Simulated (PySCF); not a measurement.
C₄H₆BFO, SMILES CC#CB(F)CO. The structure is a stationary point at B3LYP-D3(BJ)/def2-SVP. This is a generated structure with no PubChem entry under its InChIKey; it may be hypothetical. Other conformers were not sampled.

Computed equilibrium geometry at B3LYP-D3(BJ)/def2-SVP (PySCF confirms it by a frequency run) as Cartesian coordinates in Å (one conformer of several):
```xyz
13

C     -3.1704     0.7556     0.3896
C     -1.8306     0.2173     0.2207
C     -0.7059    -0.2339     0.0800
B      0.7121    -0.7473    -0.0971
F      0.9326    -2.0670    -0.1450
C      1.9837     0.1735    -0.2336
O      1.6665     1.5473    -0.1727
H     -3.1799     1.8533     0.2916
H     -3.8602     0.3362    -0.3614
H     -3.5691     0.4982     1.3850
H      2.6946    -0.1416     0.5649
H      2.4851    -0.1124    -1.1870
H      2.4831     2.0531    -0.2613
```
Charge 0, spin multiplicity 1.
